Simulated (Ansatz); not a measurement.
Ansatz (a program for electronic structure) input file for Ge(H)2(OEt)(NH2) (C2H9GeNO), SMILES CC[O][GeH2][NH2], PBE0-D3(BJ)/def2-SVP. 

Ansatz 0.2 input:
```yaml
crystal:
  periodic: [false, false, false]
  atoms:
    - {symbol: Ge, position_ang: [1.00119911, -0.30139533, -0.05265177]}
    - {symbol: N, position_ang: [1.34203336, 1.44591359, 0.43446818]}
    - {symbol: O, position_ang: [-0.75836403, -0.60432895, 0.18485715]}
    - {symbol: C, position_ang: [-1.68724732, 0.25713524, -0.46544448]}
    - {symbol: C, position_ang: [-3.07752328, -0.01087215, 0.08883233]}
    - {symbol: H, position_ang: [1.38766073, -0.40654159, -1.55646558]}
    - {symbol: H, position_ang: [1.63719991, -1.39407811, 0.84342630]}
    - {symbol: H, position_ang: [1.51592744, 1.60599169, 1.43137810]}
    - {symbol: H, position_ang: [2.06872168, 1.91450203, -0.11515514]}
    - {symbol: H, position_ang: [-1.40913619, 1.32671598, -0.31026579]}
    - {symbol: H, position_ang: [-1.67870795, 0.08095661, -1.57056411]}
    - {symbol: H, position_ang: [-3.83213480, 0.63149745, -0.40910711]}
    - {symbol: H, position_ang: [-3.10601672, 0.19258995, 1.17821783]}
    - {symbol: H, position_ang: [-3.36058329, -1.07132577, -0.06706964]}
basis:
  gaussian:
    orbitals: def2-SVP
hamiltonian:
  xc: pbe0
  dispersion: d3bj
relax: {f_tol: 0.002, max_steps: 200}
```

Program output:

```
WARN ansatz: RAYON_NUM_THREADS=1 ignored (pool sized by the plan → 1); use --threads N
Functional definition: PBE0
integrals: 0.11 GiB planned
1461 factors; integrals over basis functions are off by at most 3.7e-4 eV
mean field: 0.72 GiB planned
mean field evaluation 1: about -62241.5831 eV, gradient 7.0e1 eV
mean field evaluation 2: about -62227.9190 eV, gradient 1.0e2 eV
mean field evaluation 4: about -62251.4517 eV, gradient 5.7e0 eV
mean field evaluation 8: about -62251.5404 eV, gradient 5.3e-1 eV
mean field evaluation 16: about -62251.5410 eV, gradient 1.9e-5 eV
mean field -62251.54102970 eV, -2287.7019372314 hartree, gradient 1.9e-5 eV, S^2 0.000000; 0 other end points of the search recorded, 0 dependent functions left out
the calculation of the forces begins
reference -62251.54106100 eV, -2287.7019383817 hartree; 34, 34 occupied and 99, 99 virtual orbitals, 1461 factors
relax step   1: F+E_penalty+E_count = -62251.76760414 eV  Δ(F+E_penalty+E_count) = +0.000e0 eV  max|allowed force component| = 4.539e-1 eV/Å  Δτ_max = 0.0000 Å  (27 SCF iters, accepted)
these checks for a lower state are left out or cut short: starts, cluster_reference, orbital_swaps, neighbouring_geometries, increment
integrals: 0.11 GiB planned
1461 factors; integrals over basis functions are off by at most 3.8e-4 eV
mean field: 0.72 GiB planned
mean field -62251.56638235 eV, -2287.7028689240 hartree, gradient 1.1e-5 eV, S^2 0.000000; 0 other end points of the search recorded, 0 dependent functions left out
the calculation of the forces begins
reference -62251.56641350 eV, -2287.7028700688 hartree; 34, 34 occupied and 99, 99 virtual orbitals, 1461 factors
relax step   2: F+E_penalty+E_count = -62251.79414503 eV  Δ(F+E_penalty+E_count) = -2.654e-2 eV  max|allowed force component| = 2.124e-1 eV/Å  Δτ_max = 0.0235 Å  (30 SCF iters, accepted)
these checks for a lower state are left out or cut short: starts, cluster_reference, orbital_swaps, neighbouring_geometries, increment
integrals: 0.11 GiB planned
1461 factors; integrals over basis functions are off by at most 4.0e-4 eV
mean field: 0.72 GiB planned
mean field -62251.57006954 eV, -2287.7030044259 hartree, gradient 1.1e-5 eV, S^2 0.000000; 0 other end points of the search recorded, 0 dependent functions left out
the calculation of the forces begins
reference -62251.57010064 eV, -2287.7030055688 hartree; 34, 34 occupied and 99, 99 virtual orbitals, 1461 factors
relax step   3: F+E_penalty+E_count = -62251.79836707 eV  Δ(F+E_penalty+E_count) = -4.222e-3 eV  max|allowed force component| = 5.187e-2 eV/Å  Δτ_max = 0.0128 Å  (30 SCF iters, accepted)
these checks for a lower state are left out or cut short: starts, cluster_reference, orbital_swaps, neighbouring_geometries, increment
integrals: 0.11 GiB planned
1461 factors; integrals over basis functions are off by at most 4.0e-4 eV
mean field: 0.72 GiB planned
mean field evaluation 32: about -62251.5405 eV, gradient 1.5e0 eV
mean field -62251.57135018 eV, -2287.7030514886 hartree, gradient 1.1e-5 eV, S^2 0.000000; 0 other end points of the search recorded, 0 dependent functions left out
the calculation of the forces begins
reference -62251.57138127 eV, -2287.7030526310 hartree; 34, 34 occupied and 99, 99 virtual orbitals, 1461 factors
relax step   4: F+E_penalty+E_count = -62251.79909789 eV  Δ(F+E_penalty+E_count) = -7.308e-4 eV  max|allowed force component| = 5.763e-2 eV/Å  Δτ_max = 0.0280 Å  (29 SCF iters, accepted)
these checks for a lower state are left out or cut short: starts, cluster_reference, orbital_swaps, neighbouring_geometries, increment
integrals: 0.11 GiB planned
1461 factors; integrals over basis functions are off by at most 4.0e-4 eV
mean field: 0.72 GiB planned
mean field -62251.57173173 eV, -2287.7030655101 hartree, gradient 1.1e-5 eV, S^2 0.000000; 0 other end points of the search recorded, 0 dependent functions left out
the calculation of the forces begins
reference -62251.57176280 eV, -2287.7030666521 hartree; 34, 34 occupied and 99, 99 virtual orbitals, 1461 factors
relax step   5: F+E_penalty+E_count = -62251.79951982 eV  Δ(F+E_penalty+E_count) = -4.219e-4 eV  max|allowed force component| = 1.777e-2 eV/Å  Δτ_max = 0.0165 Å  (30 SCF iters, accepted)
these checks for a lower state are left out or cut short: starts, cluster_reference, orbital_swaps, neighbouring_geometries, increment
integrals: 0.11 GiB planned
1461 factors; integrals over basis functions are off by at most 4.0e-4 eV
mean field: 0.72 GiB planned
mean field -62251.57176428 eV, -2287.7030667065 hartree, gradient 2.4e-5 eV, S^2 0.000000; 0 other end points of the search recorded, 0 dependent functions left out
the calculation of the forces begins
reference -62251.57179535 eV, -2287.7030678481 hartree; 34, 34 occupied and 99, 99 virtual orbitals, 1461 factors
relax step   6: F+E_penalty+E_count = -62251.79960023 eV  Δ(F+E_penalty+E_count) = -8.041e-5 eV  max|allowed force component| = 1.281e-2 eV/Å  Δτ_max = 0.0070 Å  (23 SCF iters, accepted)
these checks for a lower state are left out or cut short: starts, cluster_reference, orbital_swaps, neighbouring_geometries, increment
integrals: 0.11 GiB planned
1461 factors; integrals over basis functions are off by at most 4.0e-4 eV
mean field: 0.72 GiB planned
mean field -62251.57174916 eV, -2287.7030661507 hartree, gradient 1.0e-5 eV, S^2 0.000000; 0 other end points of the search recorded, 0 dependent functions left out
the calculation of the forces begins
reference -62251.57178020 eV, -2287.7030672915 hartree; 34, 34 occupied and 99, 99 virtual orbitals, 1461 factors
relax step   7: F+E_penalty+E_count = -62251.79963071 eV  Δ(F+E_penalty+E_count) = -3.048e-5 eV  max|allowed force component| = 1.273e-2 eV/Å  Δτ_max = 0.0137 Å  (24 SCF iters, accepted)
these checks for a lower state are left out or cut short: starts, cluster_reference, orbital_swaps, neighbouring_geometries, increment
integrals: 0.11 GiB planned
1461 factors; integrals over basis functions are off by at most 4.0e-4 eV
mean field: 0.72 GiB planned
mean field -62251.57178954 eV, -2287.7030676346 hartree, gradient 1.5e-5 eV, S^2 0.000000; 0 other end points of the search recorded, 0 dependent functions left out
the calculation of the forces begins
reference -62251.57182058 eV, -2287.7030687753 hartree; 34, 34 occupied and 99, 99 virtual orbitals, 1461 factors
relax step   8: F+E_penalty+E_count = -62251.79968920 eV  Δ(F+E_penalty+E_count) = -5.849e-5 eV  max|allowed force component| = 7.125e-3 eV/Å  Δτ_max = 0.0086 Å  (23 SCF iters, accepted)
these checks for a lower state are left out or cut short: starts, cluster_reference, orbital_swaps, neighbouring_geometries, increment
integrals: 0.11 GiB planned
1461 factors; integrals over basis functions are off by at most 4.0e-4 eV
mean field: 0.72 GiB planned
mean field evaluation 64: about -62251.5458 eV, gradient 3.5e-1 eV
mean field -62251.57180980 eV, -2287.7030683791 hartree, gradient 1.0e-5 eV, S^2 0.000000; 0 other end points of the search recorded, 0 dependent functions left out
the calculation of the forces begins
reference -62251.57184083 eV, -2287.7030695197 hartree; 34, 34 occupied and 99, 99 virtual orbitals, 1461 factors
relax step   9: F+E_penalty+E_count = -62251.79971291 eV  Δ(F+E_penalty+E_count) = -2.371e-5 eV  max|allowed force component| = 7.398e-3 eV/Å  Δτ_max = 0.0058 Å  (23 SCF iters, accepted)
these checks for a lower state are left out or cut short: starts, cluster_reference, orbital_swaps, neighbouring_geometries, increment
integrals: 0.11 GiB planned
1461 factors; integrals over basis functions are off by at most 4.0e-4 eV
mean field: 0.72 GiB planned
mean field -62251.57181379 eV, -2287.7030685258 hartree, gradient 1.5e-5 eV, S^2 0.000000; 0 other end points of the search recorded, 0 dependent functions left out
the calculation of the forces begins
reference -62251.57184482 eV, -2287.7030696663 hartree; 34, 34 occupied and 99, 99 virtual orbitals, 1461 factors
relax step  10: F+E_penalty+E_count = -62251.79972338 eV  Δ(F+E_penalty+E_count) = -1.047e-5 eV  max|allowed force component| = 2.551e-3 eV/Å  Δτ_max = 0.0041 Å  (22 SCF iters, accepted)
these checks for a lower state are left out or cut short: starts, cluster_reference, orbital_swaps, neighbouring_geometries, increment
integrals: 0.11 GiB planned
1461 factors; integrals over basis functions are off by at most 4.0e-4 eV
mean field: 0.72 GiB planned
mean field -62251.57181950 eV, -2287.7030687358 hartree, gradient 3.8e-5 eV, S^2 0.000000; 0 other end points of the search recorded, 0 dependent functions left out
the calculation of the forces begins
reference -62251.57185053 eV, -2287.7030698762 hartree; 34, 34 occupied and 99, 99 virtual orbitals, 1461 factors
relax step  11: F+E_penalty+E_count = -62251.79972584 eV  Δ(F+E_penalty+E_count) = -2.465e-6 eV  max|allowed force component| = 1.294e-3 eV/Å  Δτ_max = 0.0021 Å  (19 SCF iters, accepted)
integrals: 0.11 GiB planned
1461 factors; integrals over basis functions are off by at most 4.0e-4 eV
mean field: 0.72 GiB planned
mean field evaluation 96: about -62251.5718 eV, gradient 1.9e-5 eV
mean field -62251.57181950 eV, -2287.7030687358 hartree, gradient 3.8e-5 eV, S^2 0.000000; 1 other end points of the search recorded, 0 dependent functions left out
the calculation of the forces begins
reference -62251.57185053 eV, -2287.7030698762 hartree; 34, 34 occupied and 99, 99 virtual orbitals, 1461 factors
Total energy: -62251.79975687 eV, -2287.7114452797 hartree
Atom 0 at     0.990172    -0.306383    -0.048669 Å, force     0.000878    -0.000707    -0.000232 eV/Å
Atom 1 at     1.352246     1.411437     0.440384 Å, force    -0.000367     0.000822     0.000471 eV/Å
Atom 2 at    -0.753942    -0.591385     0.160538 Å, force    -0.001294     0.000317     0.000214 eV/Å
Atom 3 at    -1.680580     0.261608    -0.467318 Å, force     0.000561     0.000250     0.001091 eV/Å
Atom 4 at    -3.059786    -0.008872     0.089222 Å, force    -0.000109    -0.000371    -0.000576 eV/Å
Atom 5 at     1.384134    -0.423699    -1.535213 Å, force     0.000064     0.000741    -0.000470 eV/Å
Atom 6 at     1.616294    -1.385349     0.847108 Å, force    -0.000408    -0.000118     0.000628 eV/Å
Atom 7 at     1.499466     1.608126     1.424323 Å, force    -0.000276    -0.000657     0.000411 eV/Å
Atom 8 at     2.013778     1.927570    -0.128869 Å, force     0.000466    -0.000001    -0.001206 eV/Å
Atom 9 at    -1.406636     1.322328    -0.306999 Å, force     0.000046    -0.000130    -0.000363 eV/Å
Atom 10 at    -1.680201     0.095506    -1.564585 Å, force     0.000187    -0.000004    -0.000170 eV/Å
Atom 11 at    -3.812156     0.632717    -0.394777 Å, force    -0.000082    -0.000077     0.000198 eV/Å
Atom 12 at    -3.079991     0.183705     1.172427 Å, force     0.000485    -0.000137    -0.000127 eV/Å
Atom 13 at    -3.339768    -1.060550    -0.073117 Å, force    -0.000152     0.000073     0.000131 eV/Å
Dipole moment:     0.341193     0.282266    -0.028449 e Å
```

Self-consistency was reached.
